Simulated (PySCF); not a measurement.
These are CAM-B3LYP-D3(BJ)/def2-TZVP in PySCF values and carry that method's errors. Isolated molecules, 0 K electronic values unless said otherwise. Excitations are Tamm–Dancoff values on a coarser integration grid. The basis has no diffuse functions, so Rydberg states are missing or too high.

Reference species (SMILES): `IBI` (neutral, multiplicity 1).

```yaml
S1 excitation (TDA): 4.11 eV
HOMO: -8.86 eV
S1 oscillator strength: 0.000
S1–T1 gap (TDA): 0.16 eV
```

Changed species: `IB(I)I` (0 of 3 I replaced by H; the reference has 1 of 3 I replaced by H).

Task: Predict the effect on the S1 excitation (TDA), HOMO, S1 oscillator strength and S1–T1 gap (TDA).

Result: the S1 excitation (TDA) falls by 0.29 eV, to 3.82 eV; the HOMO increases by 0.26 eV, to -8.60 eV; the S1 oscillator strength stays essentially unchanged; the S1–T1 gap (TDA) hardly moves.
